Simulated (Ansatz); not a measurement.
Stepwise reaction of `C[SiH](O)O` with hydrogen fluoride, as a gas-phase model of exchange steps in deposition or etching. ΔE in kJ/mol; ΔG adds harmonic PBE0-D4 terms to CCSD(T)/CBS, at 1 bar.

Isolated molecules relaxed with PBE0-D4/def2-TZVP in Ansatz; ΔE leaves out vibrations. CCSD(T)/CBS adds triple-zeta CCSD(T) − MP2 to the extrapolated MP2 energy (def2 sets, frozen cores). This one scheme is used for every species. Functionals use def2-TZVPP. B3LYP here is the variant with VWN-RPA as its local correlation; programs differ in this. One conformer a species, not always the lowest.

```csv
step,reaction,PBE-D4,B3LYP-D4,ωB97M-V,CCSD(T)/CBS,ΔG(600 K)
2,`C[SiH](O)F` + H–F → `C[SiH](F)F` + H₂O,-42.4,-44.9,-44.4,-44.1,-45.6
```

(1) Give the row of step 1, `C[SiH](O)O` + H–F → `C[SiH](O)F` + H₂O. (An estimate is asked.)

(2) By hand: ΔE of the 2 steps together at CCSD(T)/CBS.

Answers

(1) Computed: 
```
step                                 reaction  PBE-D4  B3LYP-D4  ωB97M-V  CCSD(T)/CBS  ΔG(600 K)
   1  `C[SiH](O)O` + H–F → `C[SiH](O)F` + H₂O   -42.8     -45.5    -45.1        -44.5      -47.6
```

(2) (-44.5) + (-44.1) = -88.6 kJ/mol, or -44.3 kJ/mol a step.

In ΔE the steps differ by no more than 0.4 kJ/mol. All are downhill at CCSD(T)/CBS. ΔG lies between -47.6 and -45.6 kJ/mol a step. PBE-D4 differs from CCSD(T)/CBS by 1.7 to 1.7 kJ/mol a step. Isolated molecules leave out the surface, adducts and barriers. Largest T1 diagnostic: 0.011.
